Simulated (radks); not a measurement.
Values are calculated unless marked as measured or tabulated.
Tm2+, configuration [Xe] 4f(5/2: 5, 7/2: 7) 6s1 (not the ground configuration). Code: a radial shooting solver on a logarithmic mesh with Libxc functionals. Model: Dirac Kohn-Sham, BLYP, spin-unpolarised, spherical densities, finite nucleus; Fermi nuclear charge, rms radius 5.2256 fm.

Normalised radial functions P(r) = r R(r) (large component), r in bohr:

```
   r/bohr * 5s1/2, o 5p3/2, + 6s1/2 (the largest magnitude, 1.04, reaches the edge; | marks zero, & curves that meet)
 0.002091                             o+*
 0.002834                             o+ *
 0.003841                             o+ *
 0.005205                             o+  *
 0.006998                             |o+ *
 0.009485                             |o+ *
  0.01285                             |+o *
  0.01742                             |+ &
  0.02342                             &   o
  0.03174                          * +|    o
  0.04302                       *   + |     o
   0.0583                      *   +  |    o
  0.07902                         *  +| o
   0.1062                          o  |+ *
    0.144                     o       |  +     *
   0.1951                      o      |  +    *
   0.2645                          * +|o
   0.3556               *        +    |         o
   0.4819                  *      +   |          o
   0.6531                            o|  +   *
   0.8851            o                |        +              *
      1.2    o                        |     +                    *
    1.613        o                +   |                 *
    2.186               + o           |      *
    2.962            +           o    | *
    4.015                 +          o*
    5.397                        +    &
    7.315                            +&
    9.914                             &
```

5s1/2: eigenvalue -74.425 eV, 4 radial nodes at r = 0.0241, 0.0958, 0.250, 0.590 bohr, <r> = 1.21 bohr, 90 % of the charge inside 1.75 bohr. 5p3/2: eigenvalue -45.270 eV, 3 radial nodes at r = 0.0885, 0.257, 0.645 bohr, <r> = 1.45 bohr, 90 % of the charge inside 2.14 bohr. 6s1/2: eigenvalue -17.284 eV, 5 radial nodes at r = 0.0241, 0.0957, 0.248, 0.575, 1.44 bohr, <r> = 3.12 bohr, 90 % of the charge inside 4.48 bohr.
